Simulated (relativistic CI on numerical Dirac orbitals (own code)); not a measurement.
# Hyperfine structure of Ag XV, mass number 107

Calculated at this level of theory: Dirac-Coulomb-Breit CI, orbitals from a KLI potential per configuration, model QED, unscaled Slater integrals (own radial code, finite nucleus).

Configuration list (outside the closed core [Ar] 3d10): 4s2 4p3, 4s 4p4, 4p5, 4s2 4p2 4d, 4s 4p3 4d, 4s2 4p2 4f, 4s 4p3 4f, 4p4 4d, 4s 4p2 4d2, 4s2 4p2 5s, 4s2 4p 4d 4f, 4s2 4p 4d2, 4s2 4d3, 4s 4p 4d3, 4s2 4d2 4f, 4s 4p 4d2 4f, 4s2 4d2 5s, 4p3 4d2, 4p2 4d3, 4p2 4d2 4f, 4p2 4d2 5s. Double excitations out of closed p, d and f shells are left out; levels of such configurations are missing from the list, as are those of other unlisted configurations, and high levels can miss mixing partners.

Nuclear spin I = 1/2, μ = -0.11352 μN (tables of Stone and Pyykkö). The electronic factors are computed for point nuclear moments, without core polarisation or the Bohr-Weisskopf and QED corrections.

```tsv
Level	E (eV)	A (MHz)
4s2 4p3 2D°_3/2	5.6080	-676.9
4s2 4p3 2D°_5/2	7.6541	-3329
4s2 4p3 2P°_1/2	11.0778	-9921
4s2 4p3 2P°_3/2	15.8976	-1775
4s 4p4 4P_5/2	40.1255	-7787
4s 4p4 4P_3/2	44.0560	-4654
4s 4p4 4P_1/2	44.8512	-19880
4s 4p4 2D_3/2	50.0053	874.3
```

Levels with J = 0, under 50 % of one LS term, or S terms without an open s electron are left out. Small factors come from cancelling terms and can be off by tens of per cent or more.

At this charge energies of transitions that change n are usually good to better than 1 %, and those within a shell (Δn = 0) to a few per cent.

(1) Give the hyperfine levels of 4s2 4p3 2D°_5/2 relative to its centre of gravity.

Answers

(1) With K = F(F + 1) − I(I + 1) − J(J + 1), E = AK/2: F = 2: 5826, F = 3: -4162 MHz.

LS names give the leading component of a level, which can be under half, so a name can repeat, a term be missing and a line seem to break the LS rules.
